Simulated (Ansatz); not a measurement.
Born–Oppenheimer molecular dynamics of Cl$_{4}$H$_{2}$OW (8 atoms, charge 0, multiplicity 1). It starts at the highest image of a converged band, a first-order saddle point between two minima.

Theory: RKS PBE/def2-SVP (Ansatz 0.2.0).

* ensemble: NVE (velocity Verlet)
* time step: 0.5 fs
* steps asked: 200
* starting velocities drawn for: 100 K
* seed: 11730

First frame:

```xyz
8
Properties=species:S:1:pos:R:3
W -0.082 -0.104 -0.018
H 0.207 0.280 1.607
Cl 2.256 -0.141 0.328
Cl -0.250 2.246 0.157
Cl -2.345 -0.193 0.378
Cl -0.087 -2.387 0.271
O 0.357 0.229 -1.825
H 1.022 0.863 -2.175
```

(1) How far do the bonds stretch over the last three quarters of this one trajectory? (Pairs bonded in most of those frames.)

## Answers

(1) 
```csv
bond,mean (Å),spread (Å),shortest,longest
W1–H2,1.697,0.011,1.68,1.72
W1–Cl3,2.402,0.030,2.35,2.45
W1–Cl4,2.340,0.016,2.30,2.36
W1–Cl5,2.295,0.002,2.29,2.30
W1–Cl6,2.298,0.004,2.29,2.30
W1–O7,1.893,0.015,1.87,1.91
O7–H8,0.986,0.007,0.97,1.00
```

Mean temperature of the second half: 110 K. The conserved energy stayed within 0.013 meV per atom of its start (net change 0.0065 meV per atom), so the integration is sound. A run of 0.1 ps of so small a system gives no equilibrium averages. The orbitals stay closed-shell, which can raise the energy where a bond breaks towards radicals; this wasn't checked here.

Time of the run: 6.3 min on 4 threads of Arm Neoverse V2, on a shared host, peak memory 0.2 GiB.
